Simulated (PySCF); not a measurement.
C2H8BNOS, SMILES CN(C)B(O)S.

The structure is a stationary point at r2SCAN-D4/def2-SVP. Other conformers were not sampled.

The numbers are results of PBE/def2-TZVP (PySCF), not measurements.

Isolated molecule, no solvent.

Computed frontier levels, gap, dipole moment and polarisability:
```json
{
 "highest_occupied_level": "-5.34 eV",
 "lowest_empty_level": "-0.65 eV",
 "orbital_gap": "4.68 eV",
 "dipole_moment": "0.68 D",
 "quadrupole, principal values (traceless, Buckingham form, about the centre of nuclear charge)": "-6.63, -5.29, 11.92 D·Å",
 "mean_static_polarisability": "73.4 bohr³ (10.88 Å³)",
 "polarisability_principal_values": "55.3, 73.1, 91.8 bohr³"
}
```
